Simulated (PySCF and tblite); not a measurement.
The numbers below are computed, except where a source is named.
2 E/Z isomers of C₆H₁₀O, numbered alike:

```tsv
isomer	SMILES	descriptors
A	[CH2:1]=[CH:2]/[C:3]([CH3:4])=[CH:5]\[CH2:6][OH:7]	3=5 Z
B	[CH2:1]=[CH:2]/[C:3]([CH3:4])=[CH:5]/[CH2:6][OH:7]	3=5 E
```

Each isomer is a Boltzmann average at 298.15 K over at most 6 conformers: GFN2-xTB geometries, energies PBE0/pcSseg-1 (D3(BJ) added where defined), GFN2-xTB thermal terms. Programs: PySCF with density fitting and tblite.

Equilibrium rotational constants and dipole components of each isomer's leading conformer, in random order:

```tsv
set	A (MHz)	B (MHz)	C (MHz)	abs μa	abs μb	abs μc (D)
P	5350	1360	1102	1.20	0.50	1.10
Q	6930	1225	1058	0.97	0.28	1.10
```

Question: Match sets and isomers.

Answer: P is A (C1), Q is B (C1).

The whole study took 3.9 min on 1 thread of Arm Neoverse V1 (shared host) (rough), peak memory 0.96 GiB, launched as `OMP_NUM_THREADS=1 python ens_run.py task.json out`.
